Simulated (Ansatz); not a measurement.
Total energies of H8N2Si2Zn (`[NH2][Zn][N]([SiH3])[SiH3]`).

```xyz
13

N    -0.675   -2.007    2.398
Zn   -0.268   -0.850    1.069
N     0.064    0.250   -0.356
Si   -0.702   -0.093   -1.860
Si    1.132    1.580   -0.123
H    -1.190   -1.638    3.185
H     0.078   -2.578    2.755
H    -1.570    1.031   -2.315
H    -1.553   -1.307   -1.700
H     0.287   -0.353   -2.945
H     0.465    2.888   -0.378
H     2.321    1.509   -1.019
H     1.611    1.568    1.289
```

Total charge 0; spin multiplicity 1. For Zn the d shell is correlated and the shells below it are frozen. Scalar relativity is left out up to krypton. The structure was optimised at the PBE0-D4/def2-TZVP level. It is one conformer, not always the lowest. Basis def2-TZVPP, the Gaussian-basis code of Ansatz.

RPA on PBE orbitals: Hartree–Fock energy of these orbitals -2469.26092 Eh, correlation -1.82840 Eh (frozen core).

```csv
functional,energy without D4 (Eh),D4 term (kJ/mol)
LDA (SPW92),-2466.65951,–
revPBE,-2472.53727,-85.7
r2SCAN,-2472.69464,-7.9
B97M-V,-2472.30071,–
B3LYP,-2472.92466,-50.6
r2SCANh,-2472.66948,-8.5
r2SCAN0,-2472.63398,-9.4
BHLYP,-2472.71724,-42.0
CAM-B3LYP,-2472.90140,-27.7
LC-ωPBE,-2472.34949,–
ωB97X-V,-2472.53171,–
ωB97M-V,-2472.62955,–
B2PLYP,-2472.21542,–
PBE-QIDH,-2471.77067,–
```

**Question.** Give the same for PBE, BLYP, PBE0, HSE06 (plane-wave form). (Estimate.)

**Answer.** The calculation gave: 
```csv
functional,energy without D4 (Eh),D4 term (kJ/mol)
PBE,-2472.10592,-31.3
BLYP,-2472.85390,-67.0
PBE0,-2472.19382,-26.8
HSE06 (plane-wave form),-2472.17277,-25.3
```

B3LYP takes the VWN-RPA correlation (the form of Gaussian; ORCA's B3LYP/G). HSE06 is the plane-wave form, built on full-range PBE exchange. The double hybrids freeze the cores in their second-order part.

LC-ωPBE has ω = 0.4 bohr⁻¹.
